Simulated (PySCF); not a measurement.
C7H8O2P2.
Z-matrix (Å and degrees, GFN2-xTB geometry), rows numbered from 1:
```
C 
O   1  1.4159
C   2  1.3477  1  117.01
O   3  1.2057  2  123.82  1     0.79
C   3  1.4708  2  109.63  1  -179.56
C   5  1.3889  3  117.88  2  -179.19
C   6  1.3742  5  126.18  3  -179.76
P   7  1.7375  6  128.02  5    -0.23
C   8  1.7435  7  103.94  6    -0.11
C   9  1.5097  8  114.96  7  -178.65
P   9  1.7440  8  130.25  7     0.83
H   1  1.0925  2  110.14  3    78.99
H   1  1.0920  2  110.08  3   -41.15
H   1  1.0873  2  106.67  3  -161.42
H   6  1.0847  5  115.17  3     0.07
H   7  1.0840  6  117.57  5   179.63
H  10  1.0895  9  110.93  8  -158.35
H  10  1.0893  9  111.24  8   -36.78
H  10  1.0914  9  110.15  8    82.40
```

Probes without a nucleus sit at each ring's centroid and 1 Å off its mean plane on both sides; NICS is minus the shielding there, NICSzz its component along the normal. Level: GIAO PBE0/pcSseg-1 (PySCF, non-relativistic, gas phase) on the GFN2-xTB geometry, one conformer.

Ring bond lengths (Å), with Mayer bond orders in brackets: C5–C6 1.389 (1.39), C6–C7 1.374 (1.48), C7–P8 1.738 (1.30), P8–C9 1.743 (1.28), C9–P11 1.744 (1.26), P11–C5 1.747 (1.26).

Question: Give the NICS values of each ring in ppm.

Answer: 
| ring | type | NICS(0) | NICS(1), two faces | NICS(1)zz, two faces | rms pucker (Å) | centre to ring atoms, mean (Å) |
| --- | --- | --- | --- | --- | --- | --- |
| C5–C6–C7–P8–C9–P11 | 6-membered ring with 2 P; formal bonds all aromatic | -6.4 | -9.7 / -10.0 | -22.9 / -23.5 | 0.00 | 1.61 |

Question: What can be read from them?

Answer: 
- C5–C6–C7–P8–C9–P11: mean NICS(1)zz -23.2 ppm, shielded.

Question: What does the geometric index give? HOMA = 1 − mean of α(R − Ropt)² over the ring bonds, with Krygowski's 1993 parameters (CC: Ropt 1.388 Å, α 257.7 Å⁻²; CP: Ropt 1.698 Å, α 118.91 Å⁻²).

Answer: 
- C5–C6–C7–P8–C9–P11: HOMA 0.83; the largest term is that of P11–C5, α(R − Ropt)² = 0.28.

Question: Give the inner angles of the rings and the Hirshfeld charges of the ring atoms.

Answer: 
- C5–C6–C7–P8–C9–P11: C5 129.0° (-0.081 e), C6 126.2° (-0.030 e), C7 128.0° (-0.101 e), P8 103.9° (+0.116 e), C9 130.2° (-0.102 e), P11 102.6° (+0.118 e); sum 720.0° against 720° for a flat convex ring.

The run took 49 s on one thread of an Arm Neoverse V2, shared host, and the process peaked at 1.0 GiB of memory. This is the whole shielding run at PBE0/pcSseg-1, SCF included.
